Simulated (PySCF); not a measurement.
C7H11N2 (charge +1).
Numbering: `[NH2:1][CH2:2][c:3]1[cH:4][cH:5][c:6]([NH3+:7])[cH:8][cH:9]1` (hydrogens: H10, H11 on N1; H12, H13 on C2; H14 on C4; H15 on C5; H16, H17, H18 on N7; H19 on C8; H20 on C9)

Computed with PySCF at CAM-B3LYP/def2-SVPD, non-relativistic, on one gas-phase PBE0-D3(BJ)/def2-SVP geometry that isn't relaxed in the solvent. The solvent is an IEF-PCM continuum (van der Waals radii × 1.2), and excitations are vertical TDDFT with non-equilibrium linear response and a frozen core. Specific hydrogen bonds and non-electrostatic terms are outside this model.

Gas-phase singlets (H = HOMO, L = LUMO):

```json
{"state": "S1", "E (eV)": "5.215", "λ (nm)": "238", "f": "0.019", "leading configurations": "H→L+1 72%"}
{"state": "S2", "E (eV)": "5.343", "λ (nm)": "232", "f": "0.010", "leading configurations": "H→L+2 53%, H→L+1 17%, H-2→L+1 12%"}
{"state": "S3", "E (eV)": "5.627", "λ (nm)": "220", "f": "0.008", "leading configurations": "H→L+2 39%, H-1→L+2 18%, H-2→L+1 14%"}
{"state": "S4", "E (eV)": "5.992", "λ (nm)": "207", "f": "0.002", "leading configurations": "H→L 49%, H-1→L 40%"}
{"state": "S5", "E (eV)": "6.003", "λ (nm)": "207", "f": "0.028", "leading configurations": "H-1→L+1 44%, H-2→L+1 16%, H-1→L+2 15%"}
```

Q: What are the lowest 5 singlets in chloroform (ε = 4.711)?

A: 
```
state  E (eV)  λ (nm)      f             leading configurations  change by rank (eV)
   S1   5.354     232  0.007    H→L 22%, H-2→L 20%, H-1→L+1 15%               +0.139
   S2   5.764     215  0.069                 H→L 49%, H→L+1 37%               +0.421
   S3   6.066     204  0.015      H→L+1 38%, H→L 24%, H-1→L 19%               +0.439
   S4   6.139     202  0.015  H-1→L 33%, H-1→L+1 25%, H-2→L 18%               +0.147
   S5   6.697     185  0.034     H→L+3 51%, H→L+5 11%, H→L+4 9%               +0.694
```

Q: What are the lowest 5 singlets in water (ε = 78.36)?

A: 
| state | E (eV) | λ (nm) | f | leading configurations | change by rank (eV) |
| --- | --- | --- | --- | --- | --- |
| S1 | 5.370 | 231 | 0.005 | H→L 27%, H-2→L 20%, H-2→L+1 15% | +0.155 |
| S2 | 5.885 | 211 | 0.072 | H→L+1 41%, H→L 39%, H-2→L 12% | +0.542 |
| S3 | 6.241 | 199 | 0.008 | H-1→L 49%, H-2→L+1 15%, H-1→L+1 13% | +0.614 |
| S4 | 6.253 | 198 | 0.033 | H→L+1 34%, H-1→L+1 26%, H→L 18% | +0.261 |
| S5 | 6.725 | 184 | 0.030 | H→L+3 51%, H-1→L+3 11% | +0.722 |

Q: How do the frontier levels move from gas to water?

A: 
| orbital | gas (eV) | solvent (eV) | change (eV) |
| --- | --- | --- | --- |
| LUMO+2 | -3.34 | 1.17 | +4.51 |
| LUMO+1 | -3.62 | 0.44 | +4.06 |
| LUMO | -3.82 | 0.27 | +4.09 |
| HOMO | -11.50 | -8.40 | +3.10 |
| HOMO-1 | -12.51 | -8.90 | +3.61 |
| HOMO-2 | -12.73 | -9.00 | +3.73 |
| HOMO-3 | -15.02 | -11.55 | +3.47 |

The HOMO–LUMO gap goes from 7.68 to 8.67 eV. Rows go by rank; for HOMO-3, HOMO-2, HOMO-1, HOMO, LUMO, LUMO+1 and LUMO+2 the atom shares or the degeneracy differ between the runs, so the row needn't follow one orbital.

Conformer computed: `[NH2:1][CH2:2][c:3]1[cH:4][cH:5][c:6]([NH3+:7])[cH:8][cH:9]1`: N1–C2–C3–C4 -161°, H–N1–C2–C3 83°, H–N1–C2–C3 -156°.
